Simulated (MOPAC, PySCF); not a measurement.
C$_{3}$H$_{4}$O, SMILES `C#CCO` (C–C–O–H torsion 50°), neutral singlet in the gas phase. 

Cartesian coordinates (Å):
```xyz
8

C      1.5004    -0.6189    -0.9414
C      0.5729    -0.3707    -0.2216
C     -0.5510    -0.0226     0.6441
O     -1.5244     0.7933     0.0025
H      2.3170    -0.8507    -1.5801
H     -1.0760    -0.9278     0.9534
H     -0.1681     0.4598     1.5521
H     -1.0709     1.5376    -0.4090
```
Charge 0, spin multiplicity 1.

All levels are single points at this geometry (B3LYP-D3(BJ)/def2-TZVP); Pople sets use spherical d functions. Orbital energies aren't observables, and empty levels follow the basis.

AM1 in MOPAC gives dipole (D) = 1.59.

Estimate the dipole (D) from each of these levels: PBE-D3(BJ)/def2-TZVP in PySCF; ωB97X-D3(BJ)/def2-TZVP in PySCF; B3LYP/6-31G* in PySCF; M06-2X/6-31G* in PySCF; PBE/6-31G* in PySCF; SVWN5/6-31G* in PySCF; HF/3-21G in PySCF; HF/6-31G* in PySCF; HF/STO-3G in PySCF; PM3 in MOPAC; PM6 in MOPAC; PM7 in MOPAC.


```json
[
 {"level": "PBE-D3(BJ)/def2-TZVP in PySCF", "dipole (D)": "1.30"},
 {"level": "ωB97X-D3(BJ)/def2-TZVP in PySCF", "dipole (D)": "1.43"},
 {"level": "B3LYP/6-31G* in PySCF", "dipole (D)": "1.48"},
 {"level": "M06-2X/6-31G* in PySCF", "dipole (D)": "1.56"},
 {"level": "PBE/6-31G* in PySCF", "dipole (D)": "1.37"},
 {"level": "SVWN5/6-31G* in PySCF", "dipole (D)": "1.43"},
 {"level": "HF/3-21G in PySCF", "dipole (D)": "1.91"},
 {"level": "HF/6-31G* in PySCF", "dipole (D)": "1.73"},
 {"level": "HF/STO-3G in PySCF", "dipole (D)": "1.32"},
 {"level": "PM3 in MOPAC", "dipole (D)": "1.51"},
 {"level": "PM6 in MOPAC", "dipole (D)": "1.81"},
 {"level": "PM7 in MOPAC", "dipole (D)": "1.74"}
]
```
